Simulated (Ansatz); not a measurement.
Consider the cleavage of the Si–Ga bond: `N[SiH2][GaH2]` + `BO` → `BO[SiH2]N` + `[GaH3]`.

Calculated with Ansatz (gas phase, PBE0-D4/def2-TZVP geometries, no zero-point term in ΔE). CBS: MP2 limit from def2 TZ/QZ plus the TZ coupled-cluster correction, frozen cores. This one scheme is used for every species. DFT in def2-TZVPP. B3LYP here is the variant with VWN-RPA as its local correlation; programs differ in this. For Ga outer-core shells are correlated without core-valence functions, which leaves a few kJ/mol of doubt a bond. Scalar relativity is left out up to krypton. Each species was taken in one conformer, which may not be the lowest.

```csv
level,ΔE (eV)
B3LYP-D4,-0.98
r2SCAN0,-0.99
```

**Question.** What does CCSD(T)/CBS give? (An estimate is asked.)

**Answer.** Ansatz gave: -0.98 eV. The listed levels differ from it by 0.00, -0.01 eV.

**Question.** What do rigid-rotor, harmonic-oscillator terms from PBE0-D4/def2-TZVP frequencies (298.15 K, 1 bar) make of the CCSD(T)/CBS value? (Estimate.)

**Answer.** Ansatz gave: ΔZPE = -0.09 eV, ΔH = -1.07 eV, ΔS = -23 J/(mol·K), ΔG = -1.00 eV.

Largest T1 diagnostic among the species: 0.014.

From r2SCAN to r2SCAN0 (25 % exact exchange), in def2-TZVPP and without D4, ΔE moves by −0.03 eV. In def2-TZVPP, CCSD(T) changes the Hartree–Fock value by +0.25 eV (the triples alone add +0.03 eV) and MP2 by +0.19 eV. At CCSD(T), def2-SVP lies +0.06 eV from the extrapolated value and def2-TZVPP −0.01 eV.
